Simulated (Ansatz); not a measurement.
Geometry optimisation, DFT PBEsol, scalar-relativistic, plane waves, PAW in Ansatz 0.2.0.

The input (input.yaml):

```yaml
crystal:
  lattice:
    - [8.1, 0.0, 0.0]
    - [0.0, 8.1, 0.0]
    - [0.0, 0.0, 8.1]
  atoms:
    - { symbol: Al, position: [0.5, 0.0, 0.0] }
    - { symbol: Al, position: [0.75, 0.25, 0.0] }
    - { symbol: Al, position: [0.75, 0.0, 0.25] }
    - { symbol: Al, position: [0.0, 0.0, 0.0] }
    - { symbol: Al, position: [0.25, 0.25, 0.0] }
    - { symbol: Al, position: [0.5, 0.5, 0.0] }
    - { symbol: Al, position: [0.75, 0.75, 0.0] }
    - { symbol: Al, position: [0.25, 0.0, 0.25] }
    - { symbol: Al, position: [0.5, 0.25, 0.25] }
    - { symbol: Al, position: [0.75, 0.5, 0.25] }
    - { symbol: Al, position: [0.5, 0.0, 0.5] }
    - { symbol: Al, position: [0.75, 0.25, 0.5] }
    - { symbol: Al, position: [0.75, 0.0, 0.75] }
    - { symbol: Al, position: [0.0, 0.5, 0.0] }
    - { symbol: Al, position: [0.25, 0.75, 0.0] }
    - { symbol: Al, position: [0.0, 0.25, 0.25] }
    - { symbol: Al, position: [0.25, 0.5, 0.25] }
    - { symbol: Al, position: [0.5, 0.75, 0.25] }
    - { symbol: Al, position: [0.0, 0.0, 0.5] }
    - { symbol: Al, position: [0.25, 0.25, 0.5] }
    - { symbol: Al, position: [0.5, 0.5, 0.5] }
    - { symbol: Al, position: [0.75, 0.75, 0.5] }
    - { symbol: Al, position: [0.25, 0.0, 0.75] }
    - { symbol: Al, position: [0.5, 0.25, 0.75] }
    - { symbol: Al, position: [0.75, 0.5, 0.75] }
    - { symbol: Al, position: [0.0, 0.75, 0.25] }
    - { symbol: Al, position: [0.0, 0.5, 0.5] }
    - { symbol: Al, position: [0.25, 0.75, 0.5] }
    - { symbol: Al, position: [0.0, 0.25, 0.75] }
    - { symbol: Al, position: [0.25, 0.5, 0.75] }
    - { symbol: Al, position: [0.5, 0.75, 0.75] }
    - { symbol: Al, position: [0.0, 0.75, 0.75] }
    - { symbol: H, position: [0.6236265, 0.6254678, 0.1271255] }
basis:
  ecutwfc: 420.0
kpoints:
  mp_grid: { grid: [2, 2, 2] }
hamiltonian:
  xc: pbesol
scf:
  occupations: { method: fermi_dirac, width: 0.1 }
  lower_state_search: "off"
relax:
  f_tol: 0.08
  max_steps: 25
  adjacent_minimum: "off"
output:
  write_density: true
  write_potential: true
  elf: true
  volumetric_format: npy
```

Launched with:

```bash
$ ansatz run input.yaml --threads 2 --pin off --max-ram 5120MiB --backend cpu --events-out ev --progress --plain --runs-dir out
```

Where does it end, and by what steps?

It converged. The threshold is loose, so the end isn't yet a minimum. Limits of this set-up: coarse k mesh, odd electron count without spin. After 2 steps the energy has fallen by 0.309 eV; Al18 moved furthest, 0.13 Å.

```csv
step,energy less start (eV),largest force component (eV/Å),accepted
0,0.0000,0.767,yes
1,-0.2900,0.159,yes
2,-0.3088,0.022,yes
```

```xyz
33
Lattice="8.1000 0.0000 0.0000 0.0000 8.1000 0.0000 0.0000 0.0000 8.1000" Properties=species:S:1:pos:R:3
Al 4.057 -0.010 0.008
Al 6.067 2.035 0.008
Al 6.067 -0.010 2.018
Al 0.021 0.021 -0.002
Al 2.004 2.004 -0.002
Al 3.976 3.975 -0.075
Al 6.150 6.149 -0.075
Al 2.004 0.021 2.028
Al 4.057 2.035 2.018
Al 6.150 3.975 2.099
Al 4.047 0.021 4.071
Al 6.077 2.004 4.071
Al 6.077 0.021 6.054
Al -0.010 4.057 0.008
Al 2.034 6.068 0.008
Al 0.021 2.004 2.027
Al 2.034 4.058 2.018
Al 3.975 6.150 2.100
Al -0.007 -0.007 4.043
Al 2.032 2.032 4.043
Al 4.057 4.058 4.041
Al 6.067 6.068 4.041
Al 2.032 -0.007 6.083
Al 4.048 2.004 6.054
Al 6.067 4.057 6.086
Al -0.011 6.068 2.018
Al 0.021 4.048 4.071
Al 2.004 6.078 4.071
Al -0.008 2.032 6.083
Al 2.004 4.048 6.054
Al 4.057 6.068 6.086
Al 0.021 6.077 6.054
H 5.057 5.064 1.021
```

Run time: 27 s on 2 threads of Arm Neoverse V2, with other jobs on the host, peak memory 0.99 GiB.
